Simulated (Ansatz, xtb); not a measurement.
**Ranking isomers of C4H6BBrO2**

4 gas-phase structures of C4H6BBrO2, from a drawn sample of its isomers (lower ones may exist). Each was relaxed with GFN2-xTB:

A. `C[B@-]1(Br)OC=CC=[O+]1`, a singlet
B. `CC1=C(Br)C=[O+][BH2-]O1`, a singlet
C. `CC1=C(Br)O[BH2-][O+]=C1`, a singlet
D. `CC1=CC=[O+][B@H-](Br)O1`, a singlet

Q: Which do you expect lowest at r2SCAN-D4/def2-SVP, and how would the others follow?

A: Calculated order at r2SCAN-D4/def2-SVP: A (0.0), D (2.2), C (41.2), B (42.5) kcal/mol.

Energies above the lowest of each column, in kcal/mol; the last columns are at B3LYP/def2-SVP geometries and were run for some of them only (a dash: not run or not comparable):

| structure | GFN2-xTB | HF/STO-3G | r2SCAN-D4/def2-SVP | B3LYP/def2-SVP | CCSD(T)/def2-SVP + ΔMP2/def2-TZVPP |
| --- | --- | --- | --- | --- | --- |
| A | 16.1 | 1.5 | 0.0 | 0.0 | 0.0 |
| D | 0.0 | 0.0 | 2.2 | 1.1 | 2.1 |
| C | 28.2 | 34.0 | 41.2 | – | – |
| B | 29.3 | 34.4 | 42.5 | – | – |

CCSD(T)/def2-SVP + ΔMP2/def2-TZVPP puts A lowest of those it was run on; GFN2-xTB picks D, HF/STO-3G picks D. Some further structures that were screened fall inside this span and aren't listed. Frequencies (GFN2-xTB) were run for A, D alone. ΔMP2 is the change of the MP2 energy from the smaller to the larger basis.

Over these structures GFN2-xTB departs from r2SCAN-D4/def2-SVP by 10.0 kcal/mol on average once a common shift is removed. A GFN2-xTB relaxation took about 0.15 s and the r2SCAN-D4/def2-SVP energy about 2.6 s on a shared host (Ansatz 0.2.0, xtb 6.7.1).
